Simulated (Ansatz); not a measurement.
`CC(=O)c1ccccc1` and `CC(=O)Oc1ccccc1` differ in one atom or group.

Ansatz, PBE0-D4/def2-TZVP geometries, multiplicity 1. Each molecule was computed in one conformer, which needn't be the lowest.

```json
{"property": "LUMO energy (PBE0/def2-TZVPP) / eV", "`CC(=O)c1ccccc1`": "-1.63"}
{"property": "HOMO–LUMO gap (B3LYP/def2-TZVPP) / eV", "`CC(=O)c1ccccc1`": "5.23"}
{"property": "size of the dipole moment (ωB97M-V/def2-TZVPP) / D", "`CC(=O)c1ccccc1`": "3.04"}
{"property": "HOMO–LUMO gap (PBE0/def2-TZVPP) / eV", "`CC(=O)c1ccccc1`": "5.68"}
{"property": "LUMO energy (PBE/def2-TZVPP) / eV", "`CC(=O)c1ccccc1`": "-2.54"}
{"property": "HOMO energy (B3LYP/def2-TZVPP) / eV", "`CC(=O)c1ccccc1`": "-7.05"}
```

(1) Give the same properties after the change, and the shifts. (Best estimate.)

Answers

(1) Ansatz gave: 
```
                                          property  `CC(=O)Oc1ccccc1`  shift
                LUMO energy (PBE0/def2-TZVPP) / eV              -0.38   1.25
             HOMO–LUMO gap (B3LYP/def2-TZVPP) / eV               6.32   1.09
size of the dipole moment (ωB97M-V/def2-TZVPP) / D               1.70  -1.34
              HOMO–LUMO gap (PBE0/def2-TZVPP) / eV               6.75   1.07
                 LUMO energy (PBE/def2-TZVPP) / eV              -1.36   1.18
               HOMO energy (B3LYP/def2-TZVPP) / eV              -6.91   0.14
```

With PBE0 the HOMO rises by 0.19 eV and the LUMO rises by 1.25 eV, so the gap widens by about 1.06 eV. PBE moves the HOMO by -0.44 eV and ωB97M-V by 0.43 eV. Dipoles are sizes alone; their direction can turn.

Positive LUMOs are unbound, so they and the gaps depend on the basis.

B3LYP here is the variant with VWN-RPA as its local correlation; programs differ in this.
